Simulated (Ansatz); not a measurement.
`[Cl][Sn]([Cl])([Br])[Br]` + H₂ → `[Cl][SnH]([Cl])[Br]` + HBr at 400 K and 1 bar (hydrogenolysis of the Sn–Br bond).

Gas-phase electronic energies from Ansatz, PBE0-D4/def2-TZVP geometries. CBS: MP2 limit from def2 TZ/QZ plus the TZ coupled-cluster correction, frozen cores. This one scheme is used for every species. Elements past krypton have def2 core potentials. For Br, Sn outer-core shells are correlated without core-valence functions, which leaves a few kJ/mol of doubt a bond. Scalar relativity is left out up to krypton.

| species | CCSD(T)/CBS energy (Eh) | H − E (kJ/mol) | S (J/(mol·K)) |
| --- | --- | --- | --- |
| `[Cl][Sn]([Cl])([Br])[Br]` | -6280.40928 | 45.0 | 436.0 |
| H₂ | -1.17544 | 38.0 | 139.0 |
| `[Cl][SnH]([Cl])[Br]` | -3707.63582 | 55.3 | 392.6 |
| HBr | -2573.91920 | 27.6 | 207.2 |

H − E and S are ideal-gas, rigid-rotor, harmonic terms from PBE0-D4/def2-TZVP. For small species the MP2-based limit differs from directly extrapolated CCSD(T) by up to some mEh (0.8 for H₂); such offsets cancel only in part. 1 Eh = 2625.50 kJ/mol, R = 8.31446 J/(mol·K).

Task: By hand: ΔE, ΔH, ΔS and ΔG.

Result: ΔE = (-3707.63582) + (-2573.91920) − (-6280.40928) − (-1.17544) = 0.02970 Eh = 78.0 kJ/mol. Δ(H − E) = 55.3 + 27.6 − 45.0 − 38.0 = -0.1, so ΔH = 77.9 kJ/mol. ΔS = 392.6 + 207.2 − 436.0 − 139.0 = 24.8 J/(mol·K). ΔG = 77.9 − 400 × (24.8)/1000 = 68.0 kJ/mol.

Task: By hand: the equilibrium constant, and the temperature at which ΔG would vanish if ΔH and ΔS stayed fixed.

Result: log₁₀ K = −ΔG/(RT ln 10) = -8.9. ΔG = 0 at ΔH/ΔS = 3141 K, far beyond where these terms or the molecules hold.

ΔH outweighs TΔS. A doubt of 5 kJ/mol in ΔE shifts log₁₀ K by 0.7 here. These are equilibria of isolated gas molecules and say nothing of rates. Largest T1 diagnostic: 0.010 (customary marks: 0.02 for closed shells, 0.045 for open ones).
